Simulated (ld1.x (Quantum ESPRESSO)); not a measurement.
**selenium (Se): one change to a PAW potential, before and after**

* Element: Se (Z = 34)
* Generator: ld1.x (Quantum ESPRESSO) 7.5
* Type: PAW
* Functional: revPBE
* Relativity: scalar-relativistic
* Frozen core: [Ar] 3d10
* Valence charge: 6
* Reference configuration: 4s2 4p4
* Partial waves: 4s (bound): rcut 1.55, rcutus 1.65 bohr; 4s channel at -0.65 Ry: rcut 1.55, rcutus 1.65 bohr; 4p (bound): rcut 1.25, rcutus 1.55 bohr; 4p channel at 2.35 Ry: rcut 1.25, rcutus 1.55 bohr; 4d channel at -0.1 Ry: rcut 1.20, rcutus 1.60 bohr
* Local potential: all-electron potential smoothed inside 1.35 bohr (lloc = -1)
* Core correction: Bessel-smoothed model core inside 1.25 bohr
* Augmentation charge: PSQ, inside the norm-conserving radii

All-electron outer shells of the reference configuration (revPBE, scalar-relativistic, ld1.x):

```json
{"shell": "3p", "level (eV)": "-152.97", "outermost node (bohr)": "0.21", "outermost maximum (bohr)": "0.50"}
{"shell": "3d", "level (eV)": "-53.06", "outermost node (bohr)": "–", "outermost maximum (bohr)": "0.45"}
{"shell": "4s", "level (eV)": "-17.23", "outermost node (bohr)": "0.70", "outermost maximum (bohr)": "1.51"}
{"shell": "4p", "level (eV)": "-6.47", "outermost node (bohr)": "0.74", "outermost maximum (bohr)": "1.82"}
```

Change: waves 4p (bound): rcut 1.25, rcutus 1.46 bohr; 4p channel at 2.35 Ry: rcut 1.25, rcutus 1.46 bohr.

Cutoffs: the cutoffs (Ry, on a coarse ladder) from which the occupation-weighted sum of valence levels, in a spherical-Bessel basis at the reference potential, stays within 10 and 1 mRy of its value at 400 Ry; they do not see the model core or the augmentation charge, which bear on the density cutoff. Errors are all-electron minus pseudo energies relative to the spin-unpolarised reference configuration.

Problem. Predict the effect on cutoff, ghosts and configuration errors.

Solution. The potential gets harder (12 Ry and 30 Ry → 21 Ry and 30 Ry); the errors of the 7 common tests hardly move; neither file shows a bound ghost. A smaller radius makes the pseudo-wave follow the all-electron one further in, where it bends more sharply, so more plane waves are needed.

```csv
quantity,base,changed
"cutoff, loose",12 Ry,21 Ry
"cutoff, tight",30 Ry,30 Ry
bound ghosts,none,none
"error for 4s2 4p3, meV [ΔE 10.81 eV]",-4.3,-4.2
"error for 4s2 4p2, meV [ΔE 31.11 eV]",-26,-26
"error for 4s2 4p1, meV [ΔE 61.90 eV]",-97,-97
"error for 4s2 4p4.3, meV [ΔE -1.58 eV]",+0.2,+0.2
"error for 4s2 4p3.5, meV [ΔE 4.29 eV]",-1.1,-1.1
"error for 4s1 4p4, meV [ΔE 22.32 eV]",-18,-18
"error for 4s2 4p0, meV [ΔE 103.97 eV]",-275,-274
s: phases at 1.81 bohr within 0.05 rad from the reference energy up to (Ry; the scan ends near 5),to the end of the scan,to the end of the scan
p: phases at 1.81 bohr within 0.05 rad from the reference energy up to (Ry; the scan ends near 5),to the end of the scan,to the end of the scan
d: phases at 1.81 bohr within 0.05 rad from the reference energy up to (Ry; the scan ends near 5),1.0,1.0
lowest overlap eigenvalue by channel,"s 0.36, p 0.58, d 1.00","s 0.36, p 0.62, d 1.00"
```
